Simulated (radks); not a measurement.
Values are calculated unless marked as measured or tabulated.
Effect of the nuclear size on the thallium ion Tl+, [Hg]. Code: a radial shooting solver on a logarithmic mesh with Libxc functionals. Model: Dirac Kohn-Sham, BLYP, spin-unpolarised, spherical densities, finite nucleus; Fermi nuclear charge, rms radius 5.4759 fm. The rms radius is varied about that value; shifts are against it.

| rms radius (fm) | total energy shift (eV) | density at nucleus (e/bohr^3) | 1s1/2 shift (meV) | 2s1/2 shift (meV) | 4p1/2 shift (meV) | 5s1/2 shift (meV) | 5p1/2 shift (meV) | 6s1/2 shift (meV) | 6p1/2 (empty) shift (meV) |
|---|---|---|---|---|---|---|---|---|---|
| 4.7367 | -30.0 | 2.684e+06 | -12000 | -1800 | -1.95 | -20.9 | 0.512 | -1.90 | 0.386 |
| 5.2952 | -7.56 | 2.56e+06 | -3020 | -454 | -0.494 | -5.27 | 0.129 | -0.480 | 0.097 |
| 5.4759 | 0 | 2.524e+06 | 0.000 | 0.000 | 0.000 | 0.000 | 0.000 | 0.000 | 0.000 |
| 5.7935 | 13.6 | 2.464e+06 | 5450 | 820 | 0.895 | 9.51 | -0.231 | 0.867 | -0.175 |
| 6.7792 | 58.8 | 2.305e+06 | 23500 | 3530 | 3.89 | 40.9 | -0.989 | 3.73 | -0.754 |

Slopes of the eigenvalues against <r^2> in GHz/fm^2, as finite differences over the two radii next to the reference (eigenvalue slopes, not the field-shift constants of lines): 1s1/2 370000, 2s1/2 55800, 4p1/2 60.8, 5s1/2 647, 5p1/2 -15.8, 6s1/2 58.9, 6p1/2 (empty) -11.9.
